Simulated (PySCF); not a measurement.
Work out the structure from these simulated measurements.

Formula: C6H12S.

- 1H NMR: chemical shifts (computed TMS as zero) by class: 2.72 (1 H), 2.21 (1 H), 1.33 (6 H), 0.84 (2 H), 0.54 (2 H) ppm [GIAO PBE0/pcSseg-1]
- Rotational structure: rotational constants A, B, C: 4.239, 1.233, 1.177 GHz [GFN2-xTB]
- Dipole: 1.78 D [PBE0/def2-SVPD]
- Polarisability: 92.7 au [PBE0/def2-SVPD]
- Triplet: lowest triplet excitation (Tamm–Dancoff): 4.93 eV [TDA PBE0/def2-SVPD]
- 13C NMR: chemical shifts (computed TMS as zero) by class: 46.9 (1 C), 25.6 (2 C), 20.3 (1 C), 10.3 (2 C) ppm [GIAO PBE0/pcSseg-1]
- NMR, other nuclei: isotropic shieldings of nuclei other than C and H, by class: 401 (1 S) ppm [GIAO PBE0/pcSseg-1]
- UV, first state: lowest singlet excitation: 5.39 eV (230 nm, f = 0.001) [TDDFT PBE0/def2-SVPD]
- UV, strongest line: among the 8 lowest singlet transitions: S2 at 6.03 eV (206 nm, f = 0.029) [TDDFT PBE0/def2-SVPD]

The electronic properties come from PySCF, for the isolated species, density fitting. Levels stand in brackets. One conformer (not necessarily the lowest) at the GFN2-xTB geometry, without solvent, vibrations or thermal averaging. NMR classes are plain means over equivalent atoms (diastereotopic ones count apart unless rotation or inversion swaps them), as if these changed places fast.

Problem. Propose a structure and show how it fits.

Solution. Numbering: `[CH3:1][CH:2]([CH3:3])[S:4][CH:5]1[CH2:6][CH2:7]1`. Its formula, C6H12S, gives 1 degree of unsaturation: 1 ring and 0 π bonds in the structure found. 6 carbons fall into 4 classes; from least to most shielded: chain sp3 carbon bound to sulfur [C2] (46.9 ppm), methyl carbon [C1/C3] (25.6 ppm, 2 C), ring sp3 carbon bound to sulfur [C5] (20.3 ppm), three-membered-ring carbon [C6/C7] (10.3 ppm, 2 C). Hydrogen classes from least to most shielded: 1 H on an sp3 carbon bound to sulfur, C2 (2.72 ppm), 1 H on an sp3 carbon bound to sulfur, C5 (2.21 ppm), 6 H on 2 methyl carbons, C1/C3 (1.33 ppm, a mean of values up to 0.7 ppm apart in this geometry), 2 H on 2 three-membered-ring carbons, C6/C7 (0.84 ppm), 2 H on 2 three-membered-ring carbons, C6/C7 (0.54 ppm). The other shieldings belong to: 401 ppm, sulfide sulfur [S4]. The optimised geometry has point group C1 and is an asymmetric top. Structure: `CC(C)SC1CC1`. Computed isomers that give other values at the same levels: `SC1CCCCC1` (13C chemical shifts (computed TMS as zero) by class: 45.5 (1 C), 39.9 (2 C), 30.6 (2 C), 29.2 (1 C) ppm); `CCC[C@@H]1CCS1` (13C chemical shifts (computed TMS as zero) by class: 48.0 (1 C), 47.4 (1 C), 31.8 (1 C), 26.2 (1 C), 24.6 (1 C), 16.7 (1 C) ppm); `CS[C@@H]1CC[C@H]1C` (13C chemical shifts (computed TMS as zero) by class: 52.2 (1 C), 37.1 (1 C), 30.1 (1 C), 25.9 (1 C), 23.7 (1 C), 19.5 (1 C) ppm). The assignments are read from this structure; whether some other isomer fits the data as well wasn't checked.

Conformer computed: `[CH3:1][CH:2]([CH3:3])[S:4][CH:5]1[CH2:6][CH2:7]1`: C1–C2–S4–C5 80°, C2–S4–C5–C6 73°.
